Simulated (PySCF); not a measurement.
Species: C5H2F2.
Atom-mapped SMILES: `[F:1][CH:2]=[C:3]=[C:4]=[C:5]=[CH:6][F:7]` (hydrogens: H8 on C2; H9 on C6)

Computed with PBE0-D3(BJ)/def2-TZVP geometry optimisation, gas phase (PySCF 2.14.0).

(1) List the bond lengths and angles at this level.

Results:

(1) 
```
        bond  length (Å)   order
F1–C2, C6–F7       1.334  single
C2=C3, C5=C6       1.306  double
C3=C4, C4=C5       1.271  double
C2–H8, C6–H9       1.085  single
```

Bonds in one row agree within 0.01 Å and their mean is given. Orders are formal, as drawn. A selection of angles:
```
   angle  degrees
F1–C2–C3    122.5
F1–C2–H8    112.7
C3–C2–H8    124.8
C2–C3–C4    176.6
C3–C4–C5    179.2
C5–C6–F7    122.5
```

The 4 C–C bonds span 1.271 Å (C4=C5, drawn double) to 1.306 Å (C2=C3, drawn double), a spread of 0.035 Å.

Point group: C2 (tolerance 0.08 Å). Stationary, but not proved a minimum.
